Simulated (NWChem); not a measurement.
System: CH2BNO; SMILES BN=C=O

NWChem printed, in part:

```
             Northwest Computational Chemistry Package (NWChem) 7.3.0
             --------------------------------------------------------

                             Geometry "geometry" -> ""
                             -------------------------

 Output coordinates in angstroms (scale by  1.889725989 to convert to a.u.)

  No.       Tag          Charge          X              Y              Z
 ---- ---------------- ---------- -------------- -------------- --------------
    1 B                    5.0000    -0.78863700    -1.64135800     0.62834500
    2 H                    1.0000    -0.19271500    -2.30407400     1.44366800
    3 H                    1.0000    -1.86482300    -1.98181600     0.19821100
    4 N                    7.0000    -0.21541800    -0.44401000     0.16859900
    5 C                    6.0000     0.27305400     0.57700400    -0.22357600
    6 O                    8.0000     0.74857500     1.57081900    -0.60526600

 Effective nuclear repulsion energy (a.u.)      89.4701886848

                                 NWChem DFT Module
                                 -----------------

 Summary of "ao basis" -> "ao basis" (spherical)
 ------------------------------------------------------------------------------
       Tag                 Description            Shells   Functions and Types
 ---------------- ------------------------------  ------  ---------------------
 B                          def2-svp                 6       14   3s2p1d
 H                          def2-svp                 3        5   2s1p
 N                          def2-svp                 6       14   3s2p1d
 C                          def2-svp                 6       14   3s2p1d
 O                          def2-svp                 6       14   3s2p1d

            General Information
            -------------------
          SCF calculation type: DFT
          Wavefunction type:  closed shell.
          No. of atoms     :     6
          No. of electrons :    28
           Alpha electrons :    14
            Beta electrons :    14
          Charge           :     0
          Spin multiplicity:     1
          Use of symmetry is: off; symmetry adaption is: off
          Maximum number of iterations: 150
          AO basis - number of functions:    66
                     number of shells:    30
          Convergence on energy requested:  1.00D-06
          Convergence on density requested:  1.00D-05
          Convergence on gradient requested:  5.00D-04

              XC Information
              --------------
                         B3LYP Method XC Potential
                     Hartree-Fock (Exact) Exchange  0.200
                        Slater Exchange Functional  0.800 local
                    Becke 1988 Exchange Functional  0.720 non-local
              Lee-Yang-Parr Correlation Functional  0.810
                  VWN I RPA Correlation Functional  0.190 local

             Grid Information
             ----------------
          Grid used for XC integration:  medium
          Radial quadrature: Mura-Knowles
          Angular quadrature: Lebedev.
          Tag              B.-S. Rad. Rad. Pts. Rad. Cut. Ang. Pts.
          ---              ---------- --------- --------- ---------
          B                   0.85       49           8.0       434
          H                   0.35       45          10.0       434
          N                   0.65       49           7.0       434
          C                   0.70       49          10.0       434
          O                   0.60       49          11.0       434
          Grid pruning is: on
          Number of quadrature shells:   286
          Spatial weights used:  Erf1

      Superposition of Atomic Density Guess
      -------------------------------------

 Sum of atomic energies:        -192.06269868

      Non-variational initial energy
      ------------------------------

 Total energy =    -193.885362
 1-e energy   =    -437.187387
 2-e energy   =     153.831836
 HOMO         =      -0.327592
 LUMO         =      -0.030858

     ---------------------------------------------
      Total Density - Mulliken Population Analysis
     ---------------------------------------------

    Atom       Charge   Shell Charges
 -----------   ------   -------------------------------------------------------
    1 B    5     4.73   1.99  0.89  0.23  1.23  0.32  0.07
    2 H    1     1.08   0.73  0.34  0.01
    3 H    1     1.08   0.73  0.34  0.01
    4 N    7     7.37   1.99  1.03  0.37  2.57  1.40  0.02
    5 C    6     5.20   1.99  0.89  0.17  1.50  0.54  0.11
    6 O    8     8.54   1.99  1.13  0.64  2.98  1.79  0.02

   convergence    iter        energy       DeltaE   RMS-Dens  Diis-err
 ---------------- ----- ----------------- --------- --------- ---------
 d= 0,ls=0.0,diis     1   -193.9160917014 -2.83D+02  1.92D-02  8.09D-01
 d= 0,ls=0.0,diis     2   -193.8010343213  1.15D-01  1.16D-02  2.27D+00
 d= 0,ls=0.0,diis     3   -194.0050688590 -2.04D-01  4.05D-03  1.17D-01
 d= 0,ls=0.0,diis     4   -194.0110767355 -6.01D-03  1.98D-03  5.16D-02
 d= 0,ls=0.0,diis     5   -194.0166187737 -5.54D-03  4.07D-04  1.52D-03
  Resetting Diis
 d= 0,ls=0.0,diis     6   -194.0168124294 -1.94D-04  5.31D-05  9.04D-06
 d= 0,ls=0.0,diis     7   -194.0168133443 -9.15D-07  4.72D-05  3.31D-06
 d= 0,ls=0.0,diis     8   -194.0168129030  4.41D-07  2.85D-05  6.78D-06
 d= 0,ls=0.0,diis     9   -194.0168137615 -8.58D-07  6.17D-06  7.09D-07

         Total DFT energy =     -194.016813761463
      One electron energy =     -439.237122054717
           Coulomb energy =      181.428983836802
    Exchange-Corr. energy =      -25.678864228368
 Nuclear repulsion energy =       89.470188684820

 Numeric. integr. density =       28.000001317204

                       DFT Final Molecular Orbital Analysis
                       ------------------------------------

 Vector   12  Occ=2.000000D+00  E=-3.915488D-01
              MO Center= -4.4D-01, -9.1D-01,  3.5D-01, r^2= 3.8D+00
   Bfn.  Coefficient  Atom+Function         Bfn.  Coefficient  Atom+Function
  ----- ------------  ---------------      ----- ------------  ---------------
     4      0.282457  1 B  px                56      0.238235  6 O  px
    15     -0.235079  2 H  s                 20      0.235039  3 H  s
     6      0.210417  1 B  pz                28      0.180339  4 N  px
    58      0.177413  6 O  pz                59      0.155650  6 O  px
    30      0.134287  4 N  pz                31     -0.121423  4 N  px

 Vector   13  Occ=2.000000D+00  E=-3.444449D-01
              MO Center=  1.0D-01,  2.2D-01, -8.6D-02, r^2= 2.4D+00
   Bfn.  Coefficient  Atom+Function         Bfn.  Coefficient  Atom+Function
  ----- ------------  ---------------      ----- ------------  ---------------
    30      0.327154  4 N  pz                58      0.304185  6 O  pz
    33     -0.244408  4 N  pz                29      0.221798  4 N  py
    61      0.213997  6 O  pz                57      0.206219  6 O  py
    28     -0.200932  4 N  px                56     -0.186827  6 O  px
    32     -0.165699  4 N  py                31      0.150111  4 N  px

 Vector   14  Occ=2.000000D+00  E=-2.929035D-01
              MO Center= -2.2D-01, -4.5D-01,  1.7D-01, r^2= 3.7D+00
   Bfn.  Coefficient  Atom+Function         Bfn.  Coefficient  Atom+Function
  ----- ------------  ---------------      ----- ------------  ---------------
    28      0.314520  4 N  px                56      0.270820  6 O  px
    31     -0.235471  4 N  px                30      0.234227  4 N  pz
    15      0.217485  2 H  s                 20     -0.217499  3 H  s
    59      0.206865  6 O  px                58      0.201668  6 O  pz
    16      0.192373  2 H  s                 21     -0.192376  3 H  s

 Vector   15  Occ=0.000000D+00  E=-7.606877D-02
              MO Center= -4.7D-01, -9.7D-01,  3.7D-01, r^2= 3.6D+00
   Bfn.  Coefficient  Atom+Function         Bfn.  Coefficient  Atom+Function
  ----- ------------  ---------------      ----- ------------  ---------------
     9     -0.373061  1 B  pz                 6      0.369398  1 B  pz
     8     -0.252939  1 B  py                 5      0.250456  1 B  py
    44      0.241395  5 C  pz                 7      0.229124  1 B  px
     4     -0.226874  1 B  px                47      0.190824  5 C  pz
    58     -0.178792  6 O  pz                61     -0.176078  6 O  pz

 Vector   16  Occ=0.000000D+00  E= 3.980810D-02
              MO Center=  8.6D-02,  1.9D-01, -7.4D-02, r^2= 2.8D+00
   Bfn.  Coefficient  Atom+Function         Bfn.  Coefficient  Atom+Function
  ----- ------------  ---------------      ----- ------------  ---------------
    16      0.554150  2 H  s                 21     -0.554287  3 H  s
    45      0.472463  5 C  px                42      0.451709  5 C  px
     7     -0.378790  1 B  px                47      0.351743  5 C  pz
    44      0.336382  5 C  pz                59     -0.300063  6 O  px
     9     -0.282001  1 B  pz                56     -0.273566  6 O  px

 Vector   17  Occ=0.000000D+00  E= 7.150295D-02
              MO Center= -2.6D-02, -4.8D-02,  1.7D-02, r^2= 4.1D+00
   Bfn.  Coefficient  Atom+Function         Bfn.  Coefficient  Atom+Function
  ----- ------------  ---------------      ----- ------------  ---------------
    41     -1.604879  5 C  s                 27      1.506136  4 N  s
     3     -1.010980  1 B  s                  8     -0.656121  1 B  py
    55      0.634045  6 O  s                  7     -0.313811  1 B  px
     9      0.252071  1 B  pz                60     -0.252123  6 O  py
    26      0.234047  4 N  s                  2      0.169933  1 B  s

     ---------------------------------------------
      Total Density - Mulliken Population Analysis
     ---------------------------------------------

    Atom       Charge   Shell Charges
 -----------   ------   -------------------------------------------------------
    1 B    5     4.93   1.99  0.83  0.18  1.53  0.34  0.07
    2 H    1     1.04   0.74  0.28  0.01
    3 H    1     1.04   0.74  0.28  0.01
    4 N    7     6.96   1.99  0.99  0.31  2.52  1.14  0.02
    5 C    6     5.93   1.99  0.94  0.12  2.03  0.73  0.12
    6 O    8     8.10   1.99  1.13  0.57  2.83  1.56  0.02

     -------------------------------------------
      Total Density - Lowdin Population Analysis
     -------------------------------------------

    Atom       Charge   Shell Charges
 -----------   ------   -------------------------------------------------------
    1 B    5     4.99   1.97  0.54  0.29  1.37  0.64  0.19
    2 H    1     1.04   0.65  0.36  0.03
    3 H    1     1.04   0.65  0.36  0.03
    4 N    7     7.02   1.97  0.71  0.40  2.30  1.60  0.04
    5 C    6     5.86   1.96  0.60  0.25  1.80  0.98  0.27
    6 O    8     8.06   1.97  0.92  0.63  2.68  1.82  0.04

     Multipole analysis of the density
     ---------------------------------

     L   x y z        total         alpha         beta         nuclear
     -   - - -        -----         -----         ----         -------
     0   0 0 0     -0.000000    -14.000000    -14.000000     28.000000

     1   1 0 0     -0.133921     -0.178714     -0.178714      0.223507
     1   0 1 0     -0.279776     -0.544125     -0.544125      0.808474
     1   0 0 1      0.107424      0.261381      0.261381     -0.415337

     2   2 0 0    -17.465831    -29.944229    -29.944229     42.422627
     2   1 1 0     -1.385601    -39.320654    -39.320654     77.255707
     2   1 0 1      0.008044     13.164726     13.164726    -26.321409
     2   0 2 0    -19.192175    -91.416360    -91.416360    163.640546
     2   0 1 1      1.347498     32.420476     32.420476    -63.493455
     2   0 0 2    -16.858036    -21.869119    -21.869119     26.880202

                     NWChem Electrostatic Potential Fit Module
                     -----------------------------------------

 Atom parameters

 Number of atoms is                                    6
 Number of basis functions is                         66

 Grid parameters

 Maximum number of grid points is                  30143
 Number of grid points is                          30142
 Grid range                                     0.300000 nm
 Grid spacing                                   0.020000 nm
 Probe radius                                   0.070000 nm
 Atom radius factor                             1.000000

 Atomic radii

    1    0.100000
    5    0.158000
    6    0.147000
    7    0.140000
    8    0.136000
 FASTESP  F
  using M.O. file = ./job.movecs

    Atom              Coordinates                           Charge

                                                  ESP

    1 B    -0.078864   -0.164136    0.062835    0.414454
    2 H    -0.019272   -0.230407    0.144367   -0.128198
    3 H    -0.186482   -0.198182    0.019821   -0.127554
    4 N    -0.021542   -0.044401    0.016860   -0.408402
    5 C     0.027305    0.057700   -0.022358    0.615457
    6 O     0.074858    0.157082   -0.060527   -0.365757
                                            ------------
                                                0.000000

 Dipole moment                                  0.377552

 Quadrupole moment Qxx                          1.365989
                   Qyy                         -4.366321
                   Qzz                          3.000331

 RMS deviation kJ/mol                           0.064385

 RRMS %                                        37.237904
```

Level: B3LYP/def2-SVP. Geometry: optimised at PBE0/def2-SVP. B3LYP is NWChem's, with the RPA form of VWN correlation.

### Question
Which NWChem input produces such a log?

### Answer
Several could match; the one computed here: the input that was run:
```
start job
memory heap 200 mb stack 900 mb global 1100 mb
geometry units angstroms noautosym nocenter noautoz
  B     -0.788637    -1.641358     0.628345
  H     -0.192715    -2.304074     1.443668
  H     -1.864823    -1.981816     0.198211
  N     -0.215418    -0.444010     0.168599
  C      0.273054     0.577004    -0.223576
  O      0.748575     1.570819    -0.605266
end
basis spherical
  * library def2-svp
end
dft
  xc b3lyp
  iterations 150
  mulliken
end
task dft energy
esp
  recalculate
  probe 0.07
  range 0.3
  factor 1.0
  spacing 0.02
end
task esp
```
